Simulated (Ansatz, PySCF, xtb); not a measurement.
Reaction (SMILES): O=[Si](F)F + 4 [H][H] (H2) → 2 F (HF) + O (H2O) + [SiH4] (SiH4)
Structures are relaxed separately at B3LYP-D3(BJ)/def2-TZVP in Ansatz (a first-principles code).
Geometry of the first species:
```xyz
4

Si     0.1224    -0.0385    -0.0248
O      1.5315    -0.4819    -0.3108
F     -0.6987    -0.2461     1.2977
F     -0.8530     0.7344    -0.9829
```

Wanted: energy of full hydrogenation (electronic energy difference), in kcal/mol. Correlated levels leave the core frozen unless marked. No spin-orbit coupling. Non-relativistic. CBS marks a two-point X^-3 extrapolation of the correlation energy; Hartree-Fock from the larger set.

```
level                                        program  energy of full hydrogenation (kcal/mol)
------------------------------------  --------------  ---------------------------------------
GFN1-xTB                                         xtb                                     40.8
GFN2-xTB                                         xtb                                      ___
SVWN5/def2-TZVPD                              Ansatz                                     13.0
M06-L-D4/def2-TZVPD                    PySCF + dftd4                                      ___
BHLYP-D3(BJ)/def2-TZVPD               Ansatz + dftd3                                      ___
LC-wPBE-D4/def2-TZVPD                 Ansatz + dftd4                                     14.7
wB97M-V/def2-TZVPD                            Ansatz                                     20.9
CCSD/aug-cc-pV(D+d)Z                          Ansatz                                     -0.7
CCSD(T)/CBS(cc-pV(T+d)Z,cc-pV(Q+d)Z)          Ansatz                                      ___
```

Complete the blanks.


- GFN2-xTB, energy of full hydrogenation (kcal/mol): 43.6
- M06-L-D4/def2-TZVPD, energy of full hydrogenation (kcal/mol): 13.1
- BHLYP-D3(BJ)/def2-TZVPD, energy of full hydrogenation (kcal/mol): 17.4
- CCSD(T)/CBS(cc-pV(T+d)Z,cc-pV(Q+d)Z), energy of full hydrogenation (kcal/mol): 23.0
